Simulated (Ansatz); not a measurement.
# Ligand exchange: CHBr3 + SiH3I → CHBr2I + SiH3Br

Gas-phase species: CHBr3 (bromoform) `BrC(Br)Br`, singlet; SiH3I `[SiH3]I`, singlet; CHBr2I (dibromoiodomethane) `BrC(Br)I`, singlet; SiH3Br `[SiH3]Br`, singlet. The partners trade Br for I: C–Br and Si–I bonds give way to C–I and Si–Br.

Shapes, held fixed at every level: PBE0-D4/def2-TZVP. Programs: Ansatz 0.2.0. The zero-point and thermal change to 298 K, harmonic and unscaled (PBE0-D4/def2-TZVP), is 0.0 kJ/mol.

| level | kind | ΔH(298 K) (kJ/mol) | less CCSD(T)/def2-TZVPP |
| --- | --- | --- | --- |
| HF/def2-TZVPP | Hartree–Fock | -15.4 | +2.1 |
| B3LYP-D4/def2-TZVPP | global hybrid | -17.0 | +0.5 |
| PBE0-D4/def2-TZVPP | global hybrid | -13.1 | +4.4 |
| r2SCAN0-D4/def2-TZVPP | global hybrid | -13.8 | +3.7 |
| wB97X-V/def2-TZVPP | range-separated hybrid | -14.8 | +2.7 |
| MP2/def2-TZVPP | perturbation theory | -18.7 | -1.2 |
| CCSD(T)/def2-SVP | coupled cluster or CI | -14.7 | +2.8 |
| CCSD(T)/def2-TZVPP | coupled cluster or CI | -17.5 | 0.0 |

The highest level, CCSD(T)/def2-TZVPP, gives ΔH(298 K) = -17.5 kJ/mol; the levels span -18.7 to -13.1. The column of differences is taken from that level and isn't an error. No measured value is set beside it here. For atoms past krypton def2 sets carry core potentials with scalar relativity. Relativity is left out for Br. Outer-core shells of Br, I are correlated, in sets that cover them unevenly.
